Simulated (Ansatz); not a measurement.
Basis-set extrapolation for F₂H₄OSSi₂ (`F[SiH](F)O[SiH2]S`) (PBE0-D4/def2-TZVP geometry, frozen core, Ansatz). Multiplicity 1, RHF reference.

|  | def2-TZVPP | def2-QZVPP |
| --- | --- | --- |
| HF | -1251.921547 | -1251.966006 |
| MP2 correlation | -1.139324 | -1.242581 |
| CCSD(T) correlation | -1.219449 | not run |

Energies in hartree. Use E(X) = E(∞) + A·exp(−7.88·√X) for Hartree–Fock and E(X) = E(∞) + B·X^(−2.97) for correlation, with X = 3 and 4, and add CCSD(T) minus MP2 of the smaller set to the MP2 limit.

Question: What is the CCSD(T) energy at the basis-set limit?

Answer: HF limit: -1251.966006 + (-0.044459) × 0.13774 = -1251.97213. MP2 limit: -1.242581 + (-0.103257) × 0.74074 = -1.31907. Higher-order term: -1.219449 − (-1.139324) = -0.08013. Total: -1253.37133 hartree, 6.27 eV below CCSD(T)/def2-TZVPP.
